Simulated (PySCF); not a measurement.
Partial charges of `CCCc1cccc([O-])c1`

Compound: C₉H₁₁O (charge -1).
Z-matrix (Å and degrees, GFN2-xTB geometry), rows numbered from 1:
```
C 
C   1  1.5229
C   2  1.5332  1  111.84
C   3  1.5115  2  111.56  1    65.69
C   4  1.3933  3  120.10  2  -101.16
C   5  1.3898  4  118.82  3   178.80
C   6  1.3716  5  121.44  4    -0.35
C   7  1.4321  6  122.21  5     0.14
O   8  1.2608  7  123.00  6  -179.85
C   4  1.3763  3  119.80  2    77.46
H   1  1.0873  2  109.48  3   -56.13
H   1  1.0897  2  110.53  3    63.25
H   1  1.0901  2  111.02  3  -176.34
H   2  1.0966  1  109.53  3  -122.00
H   2  1.0919  1  109.14  3   119.92
H   3  1.0952  2  109.11  1   -56.16
H   3  1.0952  2  108.48  1  -173.42
H   5  1.0851  4  120.60  3    -1.63
H   6  1.0894  5  118.94  4   179.66
H   7  1.0853  6  120.12  5   179.81
H  10  1.0859  4  119.55  3     1.88
```

Density: PBE0/pcSseg-1 (PySCF); schemes: Mulliken, IAO, Hirshfeld and ESP-fitted. Isolated species at its GFN2-xTB geometry (one conformer only). The pcSseg-1 basis has no diffuse functions, a weakness for an anion.

**Question.** What partial charge does each atom carry?

**Answer.** In e; atoms taken as equivalent share a row and are averaged (×n: the atom named and its like, n in all):

```json
{"atom": "C1", "environment": "methyl carbon", "Mulliken": "-0.273", "IAO": "-0.416", "Hirshfeld": "-0.128", "ESP-fitted": "-0.389"}
{"atom": "C2", "environment": "chain CH2 carbon", "Mulliken": "-0.254", "IAO": "-0.239", "Hirshfeld": "-0.071", "ESP-fitted": "+0.378"}
{"atom": "C3", "environment": "benzylic-type carbon", "Mulliken": "-0.091", "IAO": "-0.250", "Hirshfeld": "-0.075", "ESP-fitted": "-0.364"}
{"atom": "C4", "environment": "substituted aromatic carbon", "Mulliken": "-0.267", "IAO": "-0.011", "Hirshfeld": "-0.025", "ESP-fitted": "+0.298"}
{"atom": "C5", "environment": "aromatic CH carbon", "Mulliken": "-0.122", "IAO": "-0.281", "Hirshfeld": "-0.138", "ESP-fitted": "-0.549"}
{"atom": "C6", "environment": "aromatic CH carbon", "Mulliken": "-0.064", "IAO": "-0.165", "Hirshfeld": "-0.098", "ESP-fitted": "-0.046"}
{"atom": "C7", "environment": "aromatic CH carbon", "Mulliken": "-0.222", "IAO": "-0.273", "Hirshfeld": "-0.130", "ESP-fitted": "-0.486"}
{"atom": "C8", "environment": "aromatic carbon bearing oxygen", "Mulliken": "+0.284", "IAO": "+0.279", "Hirshfeld": "+0.035", "ESP-fitted": "+0.651"}
{"atom": "O9", "environment": "aryloxide oxygen", "Mulliken": "-0.586", "IAO": "-0.667", "Hirshfeld": "-0.448", "ESP-fitted": "-0.747"}
{"atom": "C10", "environment": "aromatic CH carbon", "Mulliken": "-0.154", "IAO": "-0.285", "Hirshfeld": "-0.128", "ESP-fitted": "-0.513"}
{"atom": "H11/H12/H13", "environment": "methyl hydrogen", "Mulliken": "+0.104", "IAO": "+0.132", "Hirshfeld": "+0.027", "ESP-fitted": "+0.081"}
{"atom": "H14/H15", "environment": "methylene hydrogen", "Mulliken": "+0.097", "IAO": "+0.119", "Hirshfeld": "+0.023", "ESP-fitted": "-0.072"}
{"atom": "H16/H17", "environment": "methylene hydrogen", "Mulliken": "+0.090", "IAO": "+0.117", "Hirshfeld": "+0.023", "ESP-fitted": "+0.073"}
{"atom": "H18", "environment": "aromatic hydrogen", "Mulliken": "+0.001", "IAO": "+0.103", "Hirshfeld": "+0.005", "ESP-fitted": "+0.155"}
{"atom": "H19", "environment": "aromatic hydrogen", "Mulliken": "+0.030", "IAO": "+0.110", "Hirshfeld": "+0.013", "ESP-fitted": "+0.098"}
{"atom": "H20", "environment": "aromatic hydrogen", "Mulliken": "+0.026", "IAO": "+0.117", "Hirshfeld": "+0.006", "ESP-fitted": "+0.135"}
{"atom": "H21", "environment": "aromatic hydrogen", "Mulliken": "+0.005", "IAO": "+0.112", "Hirshfeld": "+0.008", "ESP-fitted": "+0.135"}
```

Mean size of the charges over all atoms: ESP-fitted 0.261 e, IAO 0.199 e, Mulliken 0.146 e, Hirshfeld 0.071 e. Each set sums to the total charge, -1, to within 0.001 e. The Hirshfeld scheme divides the density at each point in proportion to the densities of the neutral, spherically averaged free atoms. The ESP scheme is a least-squares fit of atom-centred charges to the potential on four shells outside the van der Waals surface, with the total charge fixed.

Some averages cover members that differ in this geometry: H11/H12/H13, ESP-fitted +0.045 to +0.128; H11/H12/H13, Mulliken +0.079 to +0.151; H14/H15, ESP-fitted -0.093 to -0.051; H14/H15, Mulliken +0.077 to +0.118 e.

Lowest charge. All schemes agree: Mulliken O9 (-0.586); IAO O9 (-0.667); Hirshfeld O9 (-0.448); ESP-fitted O9 (-0.747).

Highest charge. All schemes agree: Mulliken C8 (+0.284); IAO C8 (+0.279); Hirshfeld C8 (+0.035); ESP-fitted C8 (+0.651).

**Question.** How many electrons does the Mulliken scheme count on C1?

**Answer.** Z − q = 6 − (-0.273) ≈ 6.272.

**Question.** Sum the charges by element, for elements with more than one atom.

**Answer.** 
| element | atoms | Mulliken | IAO | Hirshfeld | ESP-fitted |
| --- | --- | --- | --- | --- | --- |
| C | 9 | -1.162 | -1.642 | -0.759 | -1.020 |
| H | 11 | +0.748 | +1.309 | +0.206 | +0.767 |

**Question.** How closely do the schemes follow one another over all atoms?

**Answer.** Correlation coefficient and root-mean-square difference: IAO with Hirshfeld 0.93, 0.143 e; Mulliken with IAO 0.91, 0.101 e; Mulliken with Hirshfeld 0.88, 0.108 e; IAO with ESP-fitted 0.79, 0.208 e; Hirshfeld with ESP-fitted 0.75, 0.265 e; Mulliken with ESP-fitted 0.62, 0.264 e.
